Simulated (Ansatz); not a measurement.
Program: Ansatz. Geometries: PBE0-D4/def2-TZVP. ΔE: electronic, gas phase. CCSD(T)/CBS adds triple-zeta CCSD(T) − MP2 to the extrapolated MP2 energy (def2 sets, frozen cores). This one scheme is used for every species. Functionals use def2-TZVPP. B3LYP here is the variant with VWN-RPA as its local correlation; programs differ in this. def2 core potentials past Kr. For Te outer-core shells are correlated without core-valence functions, which leaves a few kJ/mol of doubt a bond. Each species was taken in one conformer, which may not be the lowest.

Reaction (formal exchange of groups at a Te–Al bond): `C[Te][AlH][SiH3]` + `OBO` → `C[Te]B(O)O` + `[AlH2][SiH3]`

`C[Te][AlH][SiH3]`:

```xyz
11

C     0.262   -2.124    0.644
Te    0.093   -0.781    2.320
Al   -0.176    1.380    1.072
Si   -0.172    1.450   -1.379
H    -0.607   -2.776    0.641
H     0.311   -1.555   -0.280
H     1.171   -2.706    0.775
H    -0.348    2.669    1.982
H     0.147    0.135   -2.004
H    -1.508    1.871   -1.891
H     0.827    2.436   -1.881
```

`OBO`:

Cartesian coordinates in Å:
```
O -0.199 1.059 -0.182
B -0.111 -0.234 0.241
O 0.686 -1.098 -0.429
H -0.787 1.593 0.354
H -0.718 -0.638 1.191
H 1.130 -0.682 -1.175
```

`C[Te]B(O)O`:

```xyz
10

C    -1.557    0.431    1.123
Te    0.214    1.478    0.528
B     1.011   -0.153   -0.673
O     2.194   -0.072   -1.347
O     0.288   -1.298   -0.747
H    -2.125    1.104    1.763
H    -1.273   -0.464    1.670
H    -2.131    0.173    0.238
H     2.659    0.761   -1.257
H     0.720   -1.960   -1.299
```

`[AlH2][SiH3]`:

Cartesian coordinates in Å:
```
Al -1.016 -0.704 0.673
Si 0.755 0.510 -0.520
H -1.766 -1.940 0.014
H -1.427 -0.249 2.139
H 0.396 1.951 -0.666
H 2.035 0.459 0.244
H 1.024 -0.026 -1.884
```

Q: Is it downhill or uphill in electronic energy at CCSD(T)/CBS, and by how much? (Best estimate.)

A: Computed: Uphill: ΔE = +1.00 eV.

Q: What do these levels give: PBE-D4, PBE0-D4, ωB97X-V, ωB97M-V, B2PLYP, r2SCAN, B3LYP, HF/def2-TZVPP, CCSD(T)/def2-TZVPP, MP2/def2-QZVPP, HF/CBS(def2), CCSD/CBS(def2)? (An estimate is asked.)

A: The calculation gave: PBE-D4 1.00, PBE0-D4 1.01, ωB97X-V 0.93, ωB97M-V 0.96, B2PLYP 1.00, r2SCAN 1.00, B3LYP 0.99, HF/def2-TZVPP 1.00, CCSD(T)/def2-TZVPP 0.98, MP2/def2-QZVPP 1.01, HF/CBS(def2) 0.99, CCSD/CBS(def2) 0.99 eV.

Largest T1 diagnostic among the species: 0.013.
